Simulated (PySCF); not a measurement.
**Telling isomers of C8H9FO apart by NMR**

Non-relativistic Hamiltonian, one computed conformer, no solvent, one averaged value for each set of equivalent atoms. Geometry: PBE0-D3(BJ)/def2-SVP; NMR shieldings at PBE0/pcSseg-1/GIAO; PySCF.

δ = σ(ref) − σ, references computed at the same level: TMS for ¹H, ¹³C. Splittings of carbon signals by F and P are missing where no couplings were computed. Where no couplings were computed, multiplicities follow the n + 1 count of equivalent neighbours, and m marks all less simple cases (inequivalent or close neighbours, rings, F or P nearby). Shifts are as computed. Against solution values, carbons near 30 ppm lie about +2 ppm off and those near 130 ppm about +5 ppm. Of 1211 compounds with measured shifts, 218 miss one by over three times the rms of a fit or turn the order of signals round; such compounds aren't used in these exercises. OH and NH positions are gas-phase values without hydrogen bonding to other molecules.

(1) Tabulate the signals of `CCc1cccc(O)c1F`, `CCOc1ccccc1F`, `CC1(c2c(F)c2=O)CCC1` and their relative energies.

(2) What is the quickest way to tell CCOc1ccccc1F from CC1(c2c(F)c2=O)CCC1?

(3) What is the quickest way to tell CCc1cccc(O)c1F from CC1(c2c(F)c2=O)CCC1?

(4) What is the quickest way to tell CCc1cccc(O)c1F from CCOc1ccccc1F?

Results:

(1) 
| SMILES | carbon types | δC | δH | E rel. (kcal/mol) |
| --- | --- | --- | --- | --- |
| CCc1cccc(O)c1F | 3×C 3×CH 1×CH2 1×CH3 | 155.3, 150.3, 136.6, 129.9, 124.8, 118.8, 26.9, 18.1 | 7.10 (m, 1H), 6.99 (m, 1H), 6.73 (m, 1H), 4.73 (br s, 1H), 2.56 (q, 2H), 1.18 (t, 3H) | 0.0 |
| CCOc1ccccc1F | 2×C 4×CH 1×CH2 1×CH3 | 160.0, 151.3, 128.3, 124.1, 121.9, 114.4, 61.7, 13.6 | 7.15 (m, 1H), 7.07 (m, 1H), 6.90 (m, 1H), 6.73 (m, 1H), 4.14 (q, 2H), 1.27 (t, 3H) | 13.0 |
| CC1(c2c(F)c2=O)CCC1 | 4×C 3×CH2 1×CH3 | 155.7, 154.4, 144.4, 34.9, 32.8, 24.4, 17.6 | 2.66 (m, 2H), 2.09 (m, 1H), 1.91 (m, 1H), 1.64 (m, 2H), 1.51 (s, 3H) | 71.1 |

Energies are electronic energies at PBE0/pcSseg-1 on these geometries, without zero-point or thermal terms, each for the one conformer computed, which needn't be the lowest.

(2) Count the carbon signals: 8 against 7. The first has an aromatic CH at 128.3 ppm, the second a quaternary sp3 carbon on an unsaturated ring (C) at 34.9 ppm. Their most deshielded carbons lie at 160.0 and 155.7 ppm. In the proton spectra the most deshielded non-exchanging signals are 7.15 (m, 1H) and 2.66 (m, 2H).

(3) Count the carbon signals: 8 against 7. The first has an aromatic CH at 129.9 ppm, the second a quaternary sp3 carbon on an unsaturated ring (C) at 34.9 ppm. Their most deshielded carbons lie at 155.3 and 155.7 ppm. In the proton spectra the most deshielded non-exchanging signals are 7.10 (m, 1H) and 2.66 (m, 2H).

(4) Both give the same number of carbon signals, but DEPT or the intensities differ. The first has an sp3 CH2 on an aromatic ring at 26.9 ppm, the second an sp3 CH2 bonded to O at 61.7 ppm. Their most deshielded carbons lie at 155.3 and 160.0 ppm.
